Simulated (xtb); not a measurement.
Job for xtb: GFN2-xTB on C3H10O2 (a complex), monomers drawn apart or pushed together.

```
$ xtb mol.xyz --gfn 2 --sp --chrg 0 --uhf 0
15

C      0.13632074    -0.07180237    -0.24360279
O      0.37616137     0.91958617     0.73599155
H      0.78906321    -0.94520369    -0.12156709
H      0.34250758     0.37162305    -1.21820739
H     -0.90467890    -0.41821696    -0.23988016
H      0.20181930     0.53538961     1.61094881
C     -1.09838526     0.49951149     4.30472169
O     -0.06884853    -0.17252045     3.60116334
C      1.16016642    -0.19102460     4.30580570
H     -0.82650018     1.54279022     4.50179297
H     -1.30958219     0.00071050     5.25734922
H     -1.98829386     0.47307547     3.67898479
H      1.51710693     0.82598640     4.50414996
H      1.88409559    -0.70846052     3.67950414
H      1.05590709    -0.72412478     5.25750136
```

The head of its log:

```
[...]
           -------------------------------------------------
          |                Calculation Setup                |
           -------------------------------------------------



molecular fragmentation (1/2 indicates fragments):
111111222222222
# atoms in fragment 1/2:     6     9
 fragment masses (1/2) :       32.04       46.07
CMA distance (Bohr)    :   7.242
constraining FC (au)   :  0.0500

           -------------------------------------------------
          |                 G F N 2 - x T B                 |
           -------------------------------------------------

        Reference                      10.1021/acs.jctc.8b01176
      * Hamiltonian:
        H0-scaling (s, p, d)           1.850000    2.230000    2.230000
        zeta-weighting                 0.500000
      * Dispersion:
        s8                             2.700000
        a1                             0.520000
        a2                             5.000000
        s9                             5.000000
      * Repulsion:
        kExp                           1.500000    1.000000
        rExp                           1.000000
      * Coulomb:
        alpha                          2.000000
        third order                    shell-resolved
        anisotropic                    true
        a3                             3.000000
        a5                             4.000000
        cn-shift                       1.200000
        cn-exp                         4.000000
        max-rad                        5.000000


          ...................................................
          :                      SETUP                      :
          :.................................................:
          :  # basis functions                  30          :
          :  # atomic orbitals                  30          :
          :  # shells                           20          :
          :  # electrons                        34          :
          :  max. iterations                   250          :
          :  Hamiltonian                  GFN2-xTB          :
          :  restarted?                      false          :
          :  GBSA solvation                  false          :
          :  PC potential                    false          :
          :  electronic temp.          300.0000000     K    :
          :  accuracy                    1.0000000          :
          :  -> integral cutoff          0.2500000E+02      :
          :  -> integral neglect         0.1000000E-07      :
          :  -> SCF convergence          0.1000000E-05 Eh   :
          :  -> wf. convergence          0.1000000E-03 e    :
          :  Broyden damping             0.4000000          :
          :  net charge                          0          :
          :  unpaired electrons                  0          :
          ...................................................

 iter      E             dE          RMSdq      gap      omega  full diag
   1    -19.7615365 -0.197615E+02  0.424E+00   11.99       0.0  T
   2    -19.8041712 -0.426347E-01  0.217E+00   11.38       1.0  T
```

Task: What total energy does the run end on?

Result: -19.6214 hartree.
